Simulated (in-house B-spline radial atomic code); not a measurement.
Binding energies in V VI (V5+)

NIST's tabulated ground configuration is [Ne] 3s2 3p6; each binding energy is the energy of the ion with one electron taken from that subshell, relaxed, less that of the parent. Level of theory: Dirac-Hartree-Fock, average of configuration, Fermi nucleus of rms radius 3.6002 fm; calculated with a B-spline radial code for spherical atoms. Energies include first-order Breit, QED and recoil terms.

```json
{"subshell": "1s", "X-ray name": "K", "binding energy (eV)": "5564.6", "-ε (eV)": "5603.2", "relaxation (eV)": "31.0"}
{"subshell": "2s", "X-ray name": "L1", "binding energy (eV)": "731.4", "-ε (eV)": "740.7", "relaxation (eV)": "8.7"}
{"subshell": "2p1/2", "X-ray name": "L2", "binding energy (eV)": "623.1", "-ε (eV)": "633.7", "relaxation (eV)": "10.1"}
{"subshell": "2p3/2", "X-ray name": "L3", "binding energy (eV)": "616.2", "-ε (eV)": "626.5", "relaxation (eV)": "10.0"}
{"subshell": "3s", "X-ray name": "M1", "binding energy (eV)": "161.7", "-ε (eV)": "162.9", "relaxation (eV)": "1.1"}
{"subshell": "3p1/2", "X-ray name": "M2", "binding energy (eV)": "127.9", "-ε (eV)": "129.1", "relaxation (eV)": "1.1"}
{"subshell": "3p3/2", "X-ray name": "M3", "binding energy (eV)": "127", "-ε (eV)": "128.1", "relaxation (eV)": "1.1"}
```

Relaxation = -ε minus the binding energy without Breit, QED and recoil terms.

Emission lines follow as differences of binding energies, with λ = 12398.42 eV·Å / E:

```json
{"line": "K-L3", "holes": "1s → 2p3/2", "energy (eV)": "4948.4", "wavelength (Å)": "2.5055"}
{"line": "K-L2", "holes": "1s → 2p1/2", "energy (eV)": "4941.5", "wavelength (Å)": "2.509"}
{"line": "K-M3", "holes": "1s → 3p3/2", "energy (eV)": "5437.6", "wavelength (Å)": "2.2801"}
{"line": "L1-M3", "holes": "2s → 3p3/2", "energy (eV)": "604.4", "wavelength (Å)": "20.514"}
{"line": "L3-M1", "holes": "2p3/2 → 3s", "energy (eV)": "454.5", "wavelength (Å)": "27.279"}
```

Q: What screening constant σ does Moseley's law, E = (3/4)·13.6057 eV·(Z - σ)², need for K-L3?

A: σ = 0.98.

Q: What does it cost to remove two 3p1/2 electrons?

A: 280.41 eV, which is 24.56 eV more than the two single binding energies together.

Q: What does it cost to remove both a 2s and a 2p1/2 electron?

A: 1413.8 eV, which is 59.31 eV more than the two single binding energies together.

Q: What does it cost to remove both a 2s and a 3p3/2 electron?

A: 887.86 eV, which is 29.52 eV more than the two single binding energies together.
